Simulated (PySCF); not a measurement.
# Cost of excited-state runs on SMILES CS(=O)(=O)[SiH2][SiH2][O-], [CH7O3SSi2]-, charge -1

Molfile (atoms numbered from 1):
```
CH7O3SSi2
     RDKit          3D

 14 13  0  0  0  0  0  0  0  0999 V2000
   -2.4991    0.5046    0.6114 C   0  0  0  0  0  0  0  0  0  0  0  0
   -1.1380   -0.6875    0.5390 S   0  0  0  0  0  6  0  0  0  0  0  0
   -1.1394   -1.3483    1.8622 O   0  0  0  0  0  0  0  0  0  0  0  0
   -1.4155   -1.5012   -0.6645 O   0  0  0  0  0  0  0  0  0  0  0  0
    0.7827    0.4761    0.2313 Si  0  0  0  0  0  4  0  0  0  0  0  0
    2.9495   -0.4354   -0.1389 Si  0  0  0  0  0  4  0  0  0  0  0  0
    3.7548    0.9122   -0.2293 O   0  0  0  0  0  0  0  0  0  0  0  0
   -3.3967   -0.1205    0.7270 H   0  0  0  0  0  0  0  0  0  0  0  0
   -2.5379    1.0723   -0.3270 H   0  0  0  0  0  0  0  0  0  0  0  0
   -2.3658    1.1620    1.4801 H   0  0  0  0  0  0  0  0  0  0  0  0
    0.6947    1.3725    1.4358 H   0  0  0  0  0  0  0  0  0  0  0  0
    0.3140    1.3415   -0.9078 H   0  0  0  0  0  0  0  0  0  0  0  0
    2.8004   -1.3315   -1.3568 H   0  0  0  0  0  0  0  0  0  0  0  0
    3.1966   -1.4160    0.9946 H   0  0  0  0  0  0  0  0  0  0  0  0
  1  2  1  0
  2  3  2  0
  2  4  2  0
  2  5  1  0
  5  6  1  0
  6  7  1  0
  1  8  1  0
  1  9  1  0
  1 10  1  0
  5 11  1  0
  5 12  1  0
  6 13  1  0
  6 14  1  0
M  CHG  1   7  -1
M  END
```

PySCF with density fitting, on 1 thread of an AMD EPYC 7R43 64-Core, shared host. Command: `OMP_NUM_THREADS=1 python excited_run.py task.json out`

Problem. How long does each of these runs take, and how much memory?
- first hyperpolarisability, CAM-B3LYP/def2-SVPD; wavelengths [1064] nm
- excited states, wB97X-D/def2-SVPD; Tamm-Dancoff; spin-orbit couplings; 5 states; 4 triplets; quadratic response for 4 states
- excited states, B3LYP/def2-SVPD; two-photon moments; 6 states; quadratic response for 5 states; 0 triplets

Solution. 
| run | level | basis functions | wall time | peak memory (GiB) |
| --- | --- | --- | --- | --- |
| first hyperpolarisability | CAM-B3LYP/def2-SVPD | 220 | 48 s | 0.98 |
| excited states | wB97X-D/def2-SVPD | 220 | 47 s | 0.93 |
| excited states | B3LYP/def2-SVPD | 220 | 44 s | 0.9 |

Times from a shared host are rough.
